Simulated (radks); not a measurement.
All-electron atom: Nb in [Kr] 4d2 5s1 5p2 (not the ground configuration). Calculated with a radial shooting solver on a logarithmic mesh with Libxc functionals: scalar-relativistic Kohn-Sham, SCAN, spin-unpolarised, spherical densities, finite nucleus; meta-GGA in the generalised Kohn-Sham scheme; Fermi nuclear charge, rms radius 4.324 fm.

X-ray form factor f0, the Fourier transform of the density (f0(0) = 41):

| sin(theta)/lambda (1/angstrom) | f0 (electrons) |
|---|---|
| 0.05 | 39.664 |
| 0.1 | 36.936 |
| 0.15 | 34.307 |
| 0.2 | 31.990 |
| 0.25 | 29.836 |
| 0.3 | 27.802 |
| 0.4 | 24.222 |
| 0.5 | 21.388 |
| 0.6 | 19.140 |
| 0.8 | 15.500 |
| 1 | 12.422 |
| 1.25 | 9.447 |
| 1.5 | 7.523 |
| 2 | 5.674 |
